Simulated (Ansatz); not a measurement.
C$_{2}$H$_{8}$B$_{2}$ (`BCBC`). Total charge 0; spin multiplicity 1. All single points use the PBE0-D4/def2-TZVP geometry. It is one conformer, not always the lowest.

```xyz
12

B    -1.168    1.235    0.537
C    -0.125    0.267    1.145
B     0.877   -0.108   -0.002
C     0.506   -1.069   -1.170
H    -1.976    0.830   -0.250
H    -1.170    2.402    0.806
H     0.377    0.667    2.026
H    -0.661   -0.669    1.363
H     1.975    0.379    0.010
H    -0.507   -1.473   -1.142
H     1.218   -1.904   -1.193
H     0.654   -0.558   -2.130
```

(1) What is the dipole moment at ωB97M-V/def2-TZVPP? (An estimate is asked.)

(2) And with PBE, r2SCAN, B3LYP? (Estimate.)

(3) Give the Mulliken charges with ωB97M-V, B3LYP, r2SCAN in def2-TZVPP. (An estimate is asked.)

Answers

(1) The calculation gave: 0.80 D, with components (0.09, -0.78, 0.13) D in this frame, pointing from negative to positive charge.

(2) The calculation gave: PBE 0.88 D, r2SCAN 0.85 D, B3LYP 0.79 D.

(3) Computed: 
```tsv
atom	ωB97M-V	B3LYP	r2SCAN
B1	-0.19	-0.12	-0.05
C2	-0.22	-0.16	-0.13
B3	-0.05	0.00	0.05
C4	-0.34	-0.30	-0.23
H5	0.08	0.04	0.00
H6	0.07	0.04	0.00
H7	0.11	0.10	0.07
H8	0.12	0.10	0.09
H9	0.08	0.03	-0.01
H10	0.10	0.09	0.05
H11	0.12	0.10	0.07
H12	0.12	0.10	0.07
```

B3LYP here is the variant with VWN-RPA as its local correlation; programs differ in this.
